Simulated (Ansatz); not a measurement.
Job for Ansatz (a first-principles code): R-wB97M-V/def2-TZVPP on GeH3NS (SMILES [NH2][Ge][SH]), a point of a torsion scan.

Ansatz 0.2 input:
```yaml
crystal:
  periodic: [false, false, false]
  atoms:
    - {symbol: N, position_ang: [-1.14073458, 0.06501347, 0.19982312]}
    - {symbol: Ge, position_ang: [0.18250089, -0.94739647, 0.89164400]}
    - {symbol: S, position_ang: [1.82971060, 0.52039217, 0.39353668]}
    - {symbol: H, position_ang: [-1.04518807, 0.96996301, -0.23728262]}
    - {symbol: H, position_ang: [-2.11011145, -0.21244916, 0.20081820]}
    - {symbol: H, position_ang: [2.80114271, -0.22494874, 0.90252545]}
basis:
  gaussian:
    orbitals: def2-TZVPP
hamiltonian:
  xc: {name: wB97M-V}
scf: {lower_state_search: off}
```

**Question.** Give the final energy of this run.

**Answer.** -2531.6781 hartree.

**Question.** How many basis functions does it have, and what does it roughly cost on one machine?

**Answer.** 163 functions; around 8 core-seconds (rough).
